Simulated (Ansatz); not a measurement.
Process, species as SMILES: O[SiH]O -> O[SiH-]O (an electron is taken up)
Each molecule is optimised on its own at B3LYP-D3(BJ)/def2-TZVP (Ansatz, a program for electronic structure), one conformer each, not searched for the lowest.
Geometry of the first species:
```xyz
6

Si    -0.3570    -0.3703     0.0132
O     -0.7098     1.2051    -0.3306
O      1.2669    -0.6419     0.1788
H     -0.9050    -0.7721     1.3409
H     -0.3933     1.9005     0.2563
H      1.8401    -0.4495    -0.5687
```
Charge 0, spin multiplicity 2.

Property: adiabatic electron affinity (electronic energy difference), positive where the reaction releases energy, in eV. Valence correlation only, unless marked. UHF or UKS for open shells. No spin-orbit coupling. No relativistic terms. Anions need diffuse functions: aug- sets have them; def2-D sets add few; the other sets have none. CBS(X,Y): correlation extrapolated as X^-3; Hartree-Fock from the larger set.

| level | program | adiabatic electron affinity (eV) |
|---|---|---|
| HF/STO-3G | Ansatz | -3.99 |
| HF/aug-cc-pV(Q+d)Z | Ansatz | -0.24 |
| revPBE-D3(BJ)/def2-TZVPD | Ansatz + dftd3 | 1.03 |
| r2SCAN/def2-TZVPD | Ansatz | 0.83 |

Q: What does CCSD(T)/CBS(aug-cc-pV(T+d)Z,aug-cc-pV(Q+d)Z) (Ansatz) give?

A: 1.08 eV
